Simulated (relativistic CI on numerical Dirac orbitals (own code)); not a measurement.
## The 27-electron sequence from Co to Mo15+

Calculated at this level of theory: Dirac-Coulomb-Breit CI, KLI orbitals optimised for each configuration, model QED, valence Slater integrals scaled by 0.9, P86 correlation energy added to each configuration (own radial code, finite nucleus).

CI space (outside the closed core [Ne]): 3s2 3p6 3d9, 3s2 3p5 3d10, 3s 3p6 3d10, 3s2 3p6 3d8 4s, 3s2 3p6 3d8 4p, 3s2 3p6 3d8 4d, 3s2 3p6 3d7 4s2, 3s2 3p6 3d6 4s2 4p, 3s2 3p6 3d6 4s2 4d. Double excitations out of closed p, d and f shells are left out; levels of such configurations are missing from the list, as are those of other unlisted configurations, and high levels can miss mixing partners.

Energies above each ion's lowest level, in eV. Levels are followed by their leading LS label, which can pass from one level to another where the coupling changes.

```tsv
Ion	3s2 3p6 3d8 4s 4F_9/2	3s2 3p6 3d8 4s 4F_7/2	3s2 3p6 3d8 4s 4F_5/2	3s2 3p6 3d8 4s 4F_3/2	3s2 3p6 3d8 4s 2F_7/2
Co	1.3366	1.4183	1.4833	1.5292	2.07
Ni+	0	0.11505	0.21352	0.27287	0.81891
Cu2+	6.7504	6.9056	7.0347	7.1245	7.649
Zn3+	15.511	15.713	15.886	16.005	16.495
Ga4+	25.862	26.118	26.345	26.498	26.943
Ge5+	?	?	?	?	?
As6+	50.948	51.328	51.702	51.936	52.261
Se7+	65.574	66.024	66.496	66.776	67.029
Br8+	81.545	82.068	82.658	82.986	83.161
Kr9+	98.838	99.435	100.17	100.54	100.64
Rb10+	117.43	118.11	119.01	119.43	119.45
Sr11+	137.32	138.07	139.16	139.62	139.57
Zr13+	180.89	181.78	183.37	183.85	183.74
Nb14+	204.55	205.52	207.4	207.86	207.77
Mo15+	229.46	230.49	232.69	233.1	233.07
```

(1) Fill in the row of Ge5+.

In the calculation the lowest level changes from 3s2 3p6 3d7 4s2 4F_9/2 to 3s2 3p6 3d8 4s 4F_9/2 at Ni+; from 3s2 3p6 3d8 4s 4F_9/2 to 3s2 3p6 3d9 2D_5/2 at Cu2+.

Between Z = 38 and 42 the energy of 3s2 3p6 3d8 4s 4F_9/2 follows a local power law Z^5.1. For orientation: electrostatic splittings inside a shell grow about linearly with the screened charge, excitations that change n as its square, and fine structure as its fourth power; written in Z itself the exponents are larger, since the screened charge grows faster in proportion.

For Ni+ NIST ASD gives another ground level, 3p6 3d9 2D5/2.

The members near neutrality are the least accurate: they can be off by several eV, miss lower levels of configurations outside the list, or start from a wrong lowest level.

Answers

(1) 3s2 3p6 3d8 4s 4F_9/2 37.696, 3s2 3p6 3d8 4s 4F_7/2 38.011, 3s2 3p6 3d8 4s 4F_5/2 38.305, 3s2 3p6 3d8 4s 4F_3/2 38.496, 3s2 3p6 3d8 4s 2F_7/2 38.886 (eV).
